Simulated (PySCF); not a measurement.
Stationary points of ISBr

These are results of PBE0 in PySCF with I def2-TZVP with ECP28, S def2-TZVP, Br def2-TZVP; scalar-relativistic core potentials, no spin–orbit coupling; density-fitted integrals, not measurements.

Relaxations began from a few typed shapes. The search is not exhaustive: other isomers or separated fragments can lie lower, and high-lying points may rest on an excited occupation.

**Question.** Order these stationary points by electronic energy, lowest first, in kJ/mol from the lowest minimum.
A. singlet C∞v: I–Br 2.737 Å, I–S 2.302 Å; Br–I–S 180.0°
B. singlet Cs: I–Br 2.575 Å, I–S 2.240 Å; Br–I–S 111.8°

**Answer.** B (0.0), A (108.6).

**Question.** Which of them are minima?

**Answer.** By energy in kJ/mol, 0.0: minimum; 108.6: saddle point, 1 imaginary mode.

Counting electrons, iodine keeps 4 of its valence electrons outside its bonds, so the VSEPR class is AX2E2 and the expected shape is bent; with unlike ligands the computed point group is Cs.

The electron or spin density has lower symmetry than the nuclear frame for the singlet C∞v at 108.6 kJ/mol.
